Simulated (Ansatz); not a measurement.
Two structures of BNH5O2F, closed shell, reached by relaxing down either side of one saddle point (PBE0-D4/def2-TZVP). Energies are electronic, without zero-point energy. Ansatz 0.2.0; basis: def2-TZVPP and def2-QZVPP; cores frozen in the correlated methods. Extrapolation: Hartree–Fock as exp(−7.88 √X), correlation as X^−2.97. First:

B1  (-0.168, 0.102, -0.491)
F2  (0.420, -0.655, -1.505)
O3  (0.285, 1.447, -0.449)
O4  (-1.562, -0.073, -0.322)
H5  (1.444, -0.784, 0.853)
N6  (0.437, -0.668, 0.896)
H7  (0.972, 1.594, -1.100)
H8  (-2.028, 0.724, -0.578)
H9  (0.199, -0.108, 1.708)
H10  (0.000, -1.579, 0.987)
(Å)

Second:

```
10
angstrom
B -0.6094 0.3671 0.0289
F 2.0179 -0.8992 -1.0083
O -0.0167 1.3595 -0.6938
O -1.9599 0.2035 -0.0092
H 1.3155 -1.0199 -0.3698
N 0.1679 -0.5735 0.8141
H 0.9257 1.2251 -0.8330
H -2.3730 0.7864 -0.6512
H 0.8974 -0.1880 1.3970
H -0.3653 -1.2611 1.3254
```

**Question.** Which bonds change from the first to the second?

**Answer.** BH₂O₂F ([OH][B]([OH])[F]) + NH₃ → BNH₄O₂ ([NH2][B]([OH])[OH]) + HF; bonds formed: F2–H5; dative contacts that become bonds: B1–N6; bonds broken: B1–F2, H5–N6.

**Question.** Give the saddle point's structure and its height above each. (Judge from chemistry; the value comes from the calculation.)

**Answer.** Computed: 135.8 kJ/mol above the first and 88.4 kJ/mol above the second (CCSD(T) at an estimated basis limit (MP2 extrapolated from triple and quadruple zeta, plus CCSD(T) − MP2 in triple zeta)).
```
10
angstrom
B -0.3326 0.2580 -0.1435
F 0.8711 -0.7825 -1.2416
O 0.0669 1.5377 -0.4471
O -1.6193 -0.1476 -0.3359
H 0.9368 -0.9880 -0.0430
N 0.3891 -0.5608 0.9465
H 0.9798 1.5833 -0.7365
H -2.0505 0.3629 -1.0247
H 0.9610 -0.0399 1.5956
H -0.2022 -1.2231 1.4302
```

T1 diagnostic: at most 0.013.

The step is the kind of exchange with an N–H group that builds nitride films in atomic layer and chemical vapour deposition.

Labels in which every atom is bracketed show which atoms are joined, not bond orders.

For scale, one of the runs: CCSD(T)/def2-TZVPP, 225 basis functions, launched by `ansatz run in.yaml --threads 4 --pin off --events-out ev --progress --plain --max-ram 9574MiB`. The run took 3.1 min on 4 CPU threads of an Arm Neoverse N1 (shared host), with 4.1 GiB of host memory at its peak.
